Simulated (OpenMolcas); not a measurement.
## Nd3+: moving or changing the point charges

Nd3+ among 8 point charges of -0.5 e arranged as a cube (Oh), 2.71 Å from the ion.
```
   1.5646    1.5646    1.5646  -0.50
   1.5646    1.5646   -1.5646  -0.50
   1.5646   -1.5646    1.5646  -0.50
   1.5646   -1.5646   -1.5646  -0.50
  -1.5646    1.5646    1.5646  -0.50
  -1.5646    1.5646   -1.5646  -0.50
  -1.5646   -1.5646    1.5646  -0.50
  -1.5646   -1.5646   -1.5646  -0.50
```

```
Program             : OpenMolcas
Method              : CASSCF
Basis               : ANO-RCC-VTZP [8s7p5d3f2g1h]
Scalar Hamiltonian  : DKH2, point nucleus
Active space        : 3 electrons in 7 orbitals (4f)
State averaging     : 2S+1 = 4 odd, 35 roots; 2S+1 = 2 odd, 89 roots kept (CI in the orbitals of an earlier block)
Spin-orbit coupling : RASSI with atomic mean-field integrals over the reference wave functions
```

Runs around this geometry, states (labels of O, the rotations of Oh). Energies in cm-1 above the lowest state or level, χT in cm3 K/mol.

```json
{"R (Å)": "2.71", "Ground state": "4A1", "First state of that spin": "4T1 7.3", "First gap with spin-orbit (degeneracies)": "17.9 (4, 4)", "Width of lowest J": "46", "χT at 300 K": "1.702"}
{"R (Å)": "2.86", "Ground state": "4A1", "First state of that spin": "4T1 5.7", "First gap with spin-orbit (degeneracies)": "14.2 (4, 4)", "Width of lowest J": "35", "χT at 300 K": "1.703"}
{"R (Å)": "3.2", "Ground state": "4A1", "First state of that spin": "4T1 3.4", "First gap with spin-orbit (degeneracies)": "8.6 (4, 4)", "Width of lowest J": "21", "χT at 300 K": "1.703"}
```

Taking the width of the lowest J multiplet as R^-n, n = -ln(21 / 46) / ln(3.2 / 2.71) = 4.7 between the shortest and longest distance.

High states are left out of the spin-orbit mixing, which shifts the levels that they would mix with. Point charges carry no covalency, so the field is a model and not that of real ligands. A group larger than the point group allows holds several states that coincide in this model. No measured value stands beside these numbers.
